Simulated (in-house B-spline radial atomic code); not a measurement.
Inner levels of iron as electrons are removed. A shift is the extra binding of the orbital against the neutral atom ([Ar] 3d6 4s2). The density at the nucleus is averaged over the nuclear charge. Computed with an all-electron radial atomic-structure program (B-spline basis): Dirac-Hartree-Fock, average of the configuration, finite nuclei.

```json
{"ion": "Fe", "configuration": "[Ar] 3d6 4s2", "shift of 3s1/2 (eV)": "0", "shift of 2s1/2 (eV)": "0", "shift of 2p1/2 (eV)": "0", "radius of 3s1/2 (bohr)": "0.80998", "radius of 2s1/2 (bohr)": "0.26517", "radius of 2p1/2 (bohr)": "0.2329", "Σ<r²> (bohr²)": "40.623", "change of density at nucleus (bohr⁻³)": "-"}
{"ion": "Fe+", "configuration": "[Ar] 3d6 4s1", "shift of 3s1/2 (eV)": "8.2519", "shift of 2s1/2 (eV)": "8.2292", "shift of 2p1/2 (eV)": "8.2685", "radius of 3s1/2 (bohr)": "0.81081", "radius of 2s1/2 (bohr)": "0.26517", "radius of 2p1/2 (bohr)": "0.23289", "Σ<r²> (bohr²)": "25.575", "change of density at nucleus (bohr⁻³)": "-3.2163"}
{"ion": "Fe2+", "configuration": "[Ar] 3d6", "shift of 3s1/2 (eV)": "18.083", "shift of 2s1/2 (eV)": "18.085", "shift of 2p1/2 (eV)": "18.197", "radius of 3s1/2 (bohr)": "0.81157", "radius of 2s1/2 (bohr)": "0.26519", "radius of 2p1/2 (bohr)": "0.23289", "Σ<r²> (bohr²)": "15.927", "change of density at nucleus (bohr⁻³)": "-9.2618"}
{"ion": "Fe3+", "configuration": "[Ar] 3d5", "shift of 3s1/2 (eV)": "37.12", "shift of 2s1/2 (eV)": "38.502", "shift of 2p1/2 (eV)": "38.532", "radius of 3s1/2 (bohr)": "0.80389", "radius of 2s1/2 (bohr)": "0.26518", "radius of 2p1/2 (bohr)": "0.23287", "Σ<r²> (bohr²)": "13.061", "change of density at nucleus (bohr⁻³)": "-6.3153"}
{"ion": "Fe4+", "configuration": "[Ar] 3d4", "shift of 3s1/2 (eV)": "58.549", "shift of 2s1/2 (eV)": "62.314", "shift of 2p1/2 (eV)": "62.248", "radius of 3s1/2 (bohr)": "0.79427", "radius of 2s1/2 (bohr)": "0.26514", "radius of 2p1/2 (bohr)": "0.23282", "Σ<r²> (bohr²)": "10.96", "change of density at nucleus (bohr⁻³)": "-2.0384"}
{"ion": "Fe5+", "configuration": "[Ar] 3d3", "shift of 3s1/2 (eV)": "81.983", "shift of 2s1/2 (eV)": "89.182", "shift of 2p1/2 (eV)": "89.014", "radius of 3s1/2 (bohr)": "0.78333", "radius of 2s1/2 (bohr)": "0.26507", "radius of 2p1/2 (bohr)": "0.23272", "Σ<r²> (bohr²)": "9.3137", "change of density at nucleus (bohr⁻³)": "3.4923"}
{"ion": "Fe6+", "configuration": "[Ar] 3d2", "shift of 3s1/2 (eV)": "107.18", "shift of 2s1/2 (eV)": "118.89", "shift of 2p1/2 (eV)": "118.62", "radius of 3s1/2 (bohr)": "0.77154", "radius of 2s1/2 (bohr)": "0.26494", "radius of 2p1/2 (bohr)": "0.23256", "Σ<r²> (bohr²)": "7.969", "change of density at nucleus (bohr⁻³)": "10.216"}
{"ion": "Fe7+", "configuration": "[Ar] 3d1", "shift of 3s1/2 (eV)": "133.98", "shift of 2s1/2 (eV)": "151.28", "shift of 2p1/2 (eV)": "150.93", "radius of 3s1/2 (bohr)": "0.75925", "radius of 2s1/2 (bohr)": "0.26477", "radius of 2p1/2 (bohr)": "0.23235", "Σ<r²> (bohr²)": "6.8411", "change of density at nucleus (bohr⁻³)": "18.086"}
{"ion": "Fe8+", "configuration": "[Ne] 3s2 3p6", "shift of 3s1/2 (eV)": "162.28", "shift of 2s1/2 (eV)": "186.25", "shift of 2p1/2 (eV)": "185.83", "radius of 3s1/2 (bohr)": "0.74669", "radius of 2s1/2 (bohr)": "0.26454", "radius of 2p1/2 (bohr)": "0.23208", "Σ<r²> (bohr²)": "5.8772", "change of density at nucleus (bohr⁻³)": "27.075"}
{"ion": "Fe9+", "configuration": "[Ne] 3s2 3p5", "shift of 3s1/2 (eV)": "189.39", "shift of 2s1/2 (eV)": "222.77", "shift of 2p1/2 (eV)": "222.56", "radius of 3s1/2 (bohr)": "0.73568", "radius of 2s1/2 (bohr)": "0.26414", "radius of 2p1/2 (bohr)": "0.23212", "Σ<r²> (bohr²)": "5.0205", "change of density at nucleus (bohr⁻³)": "39.765"}
{"ion": "Fe10+", "configuration": "[Ne] 3s2 3p4", "shift of 3s1/2 (eV)": "217.32", "shift of 2s1/2 (eV)": "260.78", "shift of 2p1/2 (eV)": "260.84", "radius of 3s1/2 (bohr)": "0.72501", "radius of 2s1/2 (bohr)": "0.2637", "radius of 2p1/2 (bohr)": "0.23173", "Σ<r²> (bohr²)": "4.2327", "change of density at nucleus (bohr⁻³)": "53.286"}
{"ion": "Fe11+", "configuration": "[Ne] 3s2 3p3", "shift of 3s1/2 (eV)": "246.07", "shift of 2s1/2 (eV)": "300.24", "shift of 2p1/2 (eV)": "300.62", "radius of 3s1/2 (bohr)": "0.71467", "radius of 2s1/2 (bohr)": "0.26322", "radius of 2p1/2 (bohr)": "0.23129", "Σ<r²> (bohr²)": "3.5057", "change of density at nucleus (bohr⁻³)": "67.643"}
{"ion": "Fe12+", "configuration": "[Ne] 3s2 3p2", "shift of 3s1/2 (eV)": "275.61", "shift of 2s1/2 (eV)": "341.15", "shift of 2p1/2 (eV)": "341.88", "radius of 3s1/2 (bohr)": "0.70464", "radius of 2s1/2 (bohr)": "0.26269", "radius of 2p1/2 (bohr)": "0.23081", "Σ<r²> (bohr²)": "2.8328", "change of density at nucleus (bohr⁻³)": "82.839"}
{"ion": "Fe13+", "configuration": "[Ne] 3s2 3p1", "shift of 3s1/2 (eV)": "305.95", "shift of 2s1/2 (eV)": "383.47", "shift of 2p1/2 (eV)": "384.62", "radius of 3s1/2 (bohr)": "0.6949", "radius of 2s1/2 (bohr)": "0.26212", "radius of 2p1/2 (bohr)": "0.23028", "Σ<r²> (bohr²)": "2.2085", "change of density at nucleus (bohr⁻³)": "98.879"}
{"ion": "Fe14+", "configuration": "[Ne] 3s2", "shift of 3s1/2 (eV)": "337.07", "shift of 2s1/2 (eV)": "427.19", "shift of 2p1/2 (eV)": "428.81", "radius of 3s1/2 (bohr)": "0.68545", "radius of 2s1/2 (bohr)": "0.26151", "radius of 2p1/2 (bohr)": "0.22971", "Σ<r²> (bohr²)": "1.6281", "change of density at nucleus (bohr⁻³)": "115.77"}
```
